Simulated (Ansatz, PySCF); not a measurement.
Si(CF3)(OH)3 (CH3F3O3Si), SMILES FC(F)(F)[Si](O)(O)O. Atoms are numbered in the order given.

```xyz
11

O     -1.9930    -0.0978    -0.6483
Si    -0.7583     0.3247     0.3422
O     -0.6264     1.9551     0.4343
O     -0.9703    -0.3202     1.8333
C      0.8739    -0.3744    -0.3938
F      0.9924    -0.0965    -1.7040
F      1.9582     0.1370     0.2149
F      0.9481    -1.7112    -0.2685
H     -1.9890     0.2368    -1.5499
H      0.0514     2.3260     1.0068
H     -1.0815    -1.2726     1.9063
```

The structure is a stationary point at PBE0-D3(BJ)/def2-SVP. One conformer was computed; it need not be the lowest.

Two levels are set side by side: PBE-D3(BJ)/def2-SVP (Ansatz, a first-principles code) and PBE0-D3(BJ)/def2-SVP (Ansatz). Each level has its own optimised geometry; the coordinates shown are those of the second. Frequencies come from the Hessian of PySCF at each geometry. Differences are taken from unrounded values.

| quantity | PBE0-D3(BJ) |
|---|---|
| mean bond length (Å) | 1.376 |
| bond O1–Si2 (Å) | 1.638 |
| bond Si2–O3 (Å) | 1.638 |
| bond Si2–O4 (Å) | 1.638 |
| bond Si2–C5 (Å) | 1.922 |
| bond C5–F6 (Å) | 1.345 |
| bond C5–F7 (Å) | 1.345 |
| bond C5–F8 (Å) | 1.345 |
| bond O1–H9 (Å) | 0.962 |
| bond O3–H10 (Å) | 0.962 |
| bond O4–H11 (Å) | 0.962 |
| highest harmonic wavenumber (cm⁻¹) | 3941 |
| mean harmonic wavenumber (cm⁻¹) | 935 |
| zero-point energy (kcal/mol) | 36.07 |

What does PBE-D3(BJ) give, and how far is it from PBE0-D3(BJ)? (Estimate from the structure and the level; the computed values follow.)


```json
[
 {"quantity": "mean bond length (Å)", "PBE-D3(BJ)": "1.391", "PBE-D3(BJ) minus PBE0-D3(BJ)": "0.016"},
 {"quantity": "bond O1–Si2 (Å)", "PBE-D3(BJ)": "1.657", "PBE-D3(BJ) minus PBE0-D3(BJ)": "0.018"},
 {"quantity": "bond Si2–O3 (Å)", "PBE-D3(BJ)": "1.657", "PBE-D3(BJ) minus PBE0-D3(BJ)": "0.018"},
 {"quantity": "bond Si2–O4 (Å)", "PBE-D3(BJ)": "1.657", "PBE-D3(BJ) minus PBE0-D3(BJ)": "0.018"},
 {"quantity": "bond Si2–C5 (Å)", "PBE-D3(BJ)": "1.933", "PBE-D3(BJ) minus PBE0-D3(BJ)": "0.011"},
 {"quantity": "bond C5–F6 (Å)", "PBE-D3(BJ)": "1.363", "PBE-D3(BJ) minus PBE0-D3(BJ)": "0.019"},
 {"quantity": "bond C5–F7 (Å)", "PBE-D3(BJ)": "1.363", "PBE-D3(BJ) minus PBE0-D3(BJ)": "0.019"},
 {"quantity": "bond C5–F8 (Å)", "PBE-D3(BJ)": "1.363", "PBE-D3(BJ) minus PBE0-D3(BJ)": "0.019"},
 {"quantity": "bond O1–H9 (Å)", "PBE-D3(BJ)": "0.973", "PBE-D3(BJ) minus PBE0-D3(BJ)": "0.012"},
 {"quantity": "bond O3–H10 (Å)", "PBE-D3(BJ)": "0.973", "PBE-D3(BJ) minus PBE0-D3(BJ)": "0.012"},
 {"quantity": "bond O4–H11 (Å)", "PBE-D3(BJ)": "0.973", "PBE-D3(BJ) minus PBE0-D3(BJ)": "0.012"},
 {"quantity": "highest harmonic wavenumber (cm⁻¹)", "PBE-D3(BJ)": "3769", "PBE-D3(BJ) minus PBE0-D3(BJ)": "-172"},
 {"quantity": "mean harmonic wavenumber (cm⁻¹)", "PBE-D3(BJ)": "896", "PBE-D3(BJ) minus PBE0-D3(BJ)": "-39"},
 {"quantity": "zero-point energy (kcal/mol)", "PBE-D3(BJ)": "34.56", "PBE-D3(BJ) minus PBE0-D3(BJ)": "-1.51"}
]
```

GGA bonds tend to be longer and softer than those of functionals with exact exchange. Differences between two approximate levels are no errors against the true value.
